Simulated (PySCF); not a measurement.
## Fe6+: what the settings change

The free ion Fe6+ in its d2 configuration.

Method (PySCF 2.14, density fitting): CASSCF(2,5) with orbitals averaged over all microstates of the shell, strongly contracted NEVPT2 on the averaged canonical orbitals; basis x2c-TZVPall; spin-free X2C; gas phase; spin-orbit coupling by state interaction with the mean-field operator over all roots.

Base run: NEVPT2 ground state 3F, next 1D at 17589, then 3P at 20439 cm⁻¹, B(NEVPT2) 1365, ζ 644 cm⁻¹, μeff(300 K) 1.82 μB.

Problem. What happens with orbitals averaged over the highest spin alone?

Solution. NEVPT2 ground state 3F, next 1D at 17597, then 3P at 20444 cm⁻¹, B(NEVPT2) 1365, ζ 647 cm⁻¹, μeff(300 K) 1.82 μB.
